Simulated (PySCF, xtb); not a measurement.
CH₄O₂Se, SMILES CO[Se]O. Other conformers were not sampled.

Harmonic wavenumbers (cm⁻¹) from GFN2-xTB (xtb 6.7.1) at its own minimum, in rising order: 97, 132, 254, 279, 373, 512, 579, 982, 1013, 1131, 1137, 1402, 1465, 1476, 2949, 2958, 2995, 3535.

**Question.** What does PBE-D3(BJ)/def2-SVP run with PySCF give at its own minimum? (The exact figures need the calculation; the answer reports its results.)

**Answer.** 109, 130, 265, 312, 491, 576, 625, 1013, 1052, 1121, 1135, 1388, 1397, 1426, 2934, 3022, 3052, 3651. Paired by order, the mean absolute difference is 42 cm⁻¹ and the zero-point energies are 33.3 and 33.9 kcal/mol.
